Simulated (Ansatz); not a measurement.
Relaxation of B₆As₆, a cluster cut from wurtzite BAs (bare) with RKS PBE-D4/def2-SVP.

```sh
$ ansatz run in.yaml --threads 2 --pin off --events-out ev --progress --plain --max-ram 32768MiB --backend cuda --devices 0, --max-vram 18GiB
```

```yaml
crystal:
  periodic: [false, false, false]
  atoms:
    - {symbol: B, position_ang: [-0.008110, -1.010190, -1.451860]}
    - {symbol: As, position_ang: [-1.958800, -1.131390, -1.271200]}
    - {symbol: As, position_ang: [0.006610, -1.106760, 2.531600]}
    - {symbol: B, position_ang: [-0.853670, -0.540480, 0.447780]}
    - {symbol: B, position_ang: [-0.888570, 0.525670, -1.410540]}
    - {symbol: As, position_ang: [-1.697470, 0.551150, 1.896540]}
    - {symbol: As, position_ang: [1.943170, -1.140260, -1.288990]}
    - {symbol: B, position_ang: [0.856760, -0.542810, 0.439410]}
    - {symbol: B, position_ang: [0.878390, 0.521900, -1.418380]}
    - {symbol: As, position_ang: [0.000020, 2.267150, -1.067110]}
    - {symbol: As, position_ang: [1.715490, 0.539960, 1.883780]}
    - {symbol: B, position_ang: [0.006190, 1.066050, 0.708980]}
basis:
  gaussian: {orbitals: def2-SVP}
hamiltonian: {xc: pbe, dispersion: d4}
scf: {lower_state_search: "off"}
output: {orbitals: {seedname: orbitals}}
relax: {f_tol: 0.03, max_steps: 70}
```

Hardware: 2 threads of AMD EPYC 7R13 on a shared host and a share (18 GiB) of an NVIDIA H100 80GB HBM3. Wall time 27 s, peak host memory 0.94 GiB.

Positions (Å) and forces (eV/Å) at steps 1, 2, 3, 4, 5, 6, 7, 9 of 9:

```xyz
12
step=1 energy=-369000.2827 eV
B    -0.008   -1.010   -1.452   -0.008    0.020    0.302
As   -1.959   -1.131   -1.271   -1.238   -0.561   -0.041
As    0.007   -1.107    2.532   -0.009   -0.255    0.024
B    -0.854   -0.540    0.448   -0.507   -0.219   -0.350
B    -0.889    0.526   -1.411    0.033    0.011    0.293
As   -1.697    0.551    1.897   -0.360    0.278    0.135
As    1.943   -1.140   -1.289    1.237   -0.555   -0.051
B     0.857   -0.543    0.439    0.497   -0.238   -0.364
B     0.878    0.522   -1.418   -0.023    0.009    0.294
As    0.000    2.267   -1.067    0.005    1.288   -0.026
As    1.715    0.540    1.884    0.382    0.292    0.140
B     0.006    1.066    0.709   -0.008   -0.070   -0.357
12
step=2 energy=-369000.4543 eV
B    -0.008   -1.011   -1.417   -0.003    0.052    0.238
As   -1.996   -1.141   -1.272   -0.368   -0.204   -0.013
As    0.006   -1.113    2.512    0.001    0.003   -0.008
B    -0.868   -0.560    0.439   -0.428   -0.149   -0.270
B    -0.890    0.530   -1.368    0.174    0.041    0.176
As   -1.718    0.565    1.872    0.049    0.051    0.139
As    1.980   -1.150   -1.290    0.368   -0.201   -0.016
B     0.870   -0.562    0.431    0.422   -0.160   -0.277
B     0.881    0.526   -1.376   -0.169    0.042    0.177
As    0.000    2.312   -1.070    0.001    0.321    0.007
As    1.736    0.555    1.859   -0.045    0.053    0.144
B     0.006    1.049    0.678   -0.004    0.153   -0.297
12
step=3 energy=-369000.3038 eV rejected
B    -0.007   -1.021   -1.218   -0.005    0.299   -0.468
As   -2.025   -1.148   -1.366    0.067    0.111    0.288
As    0.006   -1.130    2.551   -0.004    0.412   -0.472
B    -0.971   -0.619    0.368    0.524    0.403    0.653
B    -0.880    0.537   -1.275    0.154   -0.129   -0.151
As   -1.691    0.574    1.879    0.422   -0.392   -0.405
As    2.010   -1.156   -1.385   -0.065    0.113    0.289
B     0.972   -0.625    0.359   -0.514    0.426    0.674
B     0.872    0.533   -1.284   -0.156   -0.132   -0.149
As    0.000    2.359   -1.141    0.002   -0.272    0.404
As    1.709    0.563    1.866   -0.429   -0.394   -0.414
B     0.005    1.133    0.646    0.003   -0.446   -0.248
12
step=4 energy=-369000.5133 eV
B    -0.008   -0.998   -1.321   -0.001   -0.337   -0.136
As   -2.022   -1.145   -1.292    0.075    0.038    0.035
As    0.006   -1.122    2.499    0.001    0.060   -0.042
B    -0.902   -0.584    0.405   -0.064    0.038    0.108
B    -0.872    0.528   -1.312   -0.288    0.176   -0.032
As   -1.690    0.572    1.865    0.012   -0.073    0.020
As    2.006   -1.153   -1.310   -0.074    0.038    0.036
B     0.904   -0.588    0.397    0.065    0.040    0.109
B     0.863    0.524   -1.320    0.288    0.174   -0.034
As    0.000    2.344   -1.089    0.000   -0.105    0.043
As    1.709    0.562    1.852   -0.014   -0.074    0.019
B     0.006    1.059    0.626    0.000    0.027   -0.127
12
step=5 energy=-369000.5163 eV
B    -0.008   -1.019   -1.337    0.001    0.281   -0.029
As   -2.022   -1.146   -1.288    0.040    0.013    0.023
As    0.006   -1.121    2.499    0.000   -0.015    0.007
B    -0.909   -0.583    0.412    0.127    0.087   -0.011
B    -0.892    0.540   -1.320    0.289   -0.157    0.032
As   -1.686    0.571    1.873   -0.041   -0.016    0.011
As    2.007   -1.154   -1.306   -0.040    0.013    0.023
B     0.911   -0.587    0.404   -0.126    0.088   -0.009
B     0.883    0.536   -1.328   -0.289   -0.155    0.035
As    0.000    2.343   -1.088    0.000   -0.027    0.014
As    1.705    0.561    1.860    0.041   -0.016    0.010
B     0.006    1.058    0.620   -0.001   -0.095   -0.107
12
step=6 energy=-369000.5096 eV rejected
B    -0.008   -1.010   -1.405    0.002   -0.046    0.136
As   -2.015   -1.154   -1.283    0.001    0.014    0.002
As    0.006   -1.121    2.508    0.000    0.037   -0.197
B    -0.913   -0.552    0.406   -0.009   -0.091    0.189
B    -0.879    0.526   -1.287   -0.069    0.038   -0.125
As   -1.693    0.565    1.895    0.114   -0.009   -0.093
As    2.000   -1.162   -1.301   -0.001    0.014    0.003
B     0.915   -0.555    0.397    0.011   -0.096    0.187
B     0.871    0.522   -1.295    0.067    0.039   -0.127
As    0.000    2.336   -1.097    0.000    0.162   -0.039
As    1.711    0.554    1.881   -0.114   -0.009   -0.089
B     0.005    1.051    0.579   -0.001   -0.052    0.153
12
step=7 energy=-369000.5249 eV
B    -0.008   -1.009   -1.360    0.000   -0.033    0.012
As   -2.017   -1.147   -1.281   -0.008   -0.009    0.009
As    0.006   -1.131    2.492    0.000    0.044   -0.030
B    -0.907   -0.570    0.416    0.000    0.025   -0.008
B    -0.880    0.532   -1.316   -0.028    0.031    0.028
As   -1.688    0.571    1.885    0.022   -0.021   -0.037
As    2.002   -1.155   -1.299    0.008   -0.008    0.009
B     0.909   -0.574    0.408   -0.002    0.024   -0.008
B     0.872    0.528   -1.325    0.028    0.030    0.028
As    0.001    2.342   -1.094    0.000   -0.013   -0.005
As    1.706    0.561    1.872   -0.021   -0.020   -0.036
B     0.005    1.053    0.602    0.001   -0.049    0.035
12
step=9 energy=-369000.5255 eV
B    -0.008   -1.010   -1.357   -0.002    0.001   -0.002
As   -2.018   -1.147   -1.281    0.001   -0.002    0.006
As    0.006   -1.126    2.490    0.002    0.004   -0.001
B    -0.907   -0.571    0.415   -0.002   -0.001   -0.004
B    -0.881    0.533   -1.312    0.002    0.002   -0.002
As   -1.689    0.570    1.880    0.005   -0.001   -0.003
As    2.002   -1.156   -1.299    0.001    0.002    0.002
B     0.909   -0.574    0.406   -0.004   -0.007   -0.002
B     0.873    0.529   -1.321   -0.001   -0.001    0.000
As    0.001    2.342   -1.092   -0.001   -0.001    0.002
As    1.707    0.560    1.866   -0.001   -0.001    0.006
B     0.005    1.050    0.604   -0.001    0.005   -0.002
```
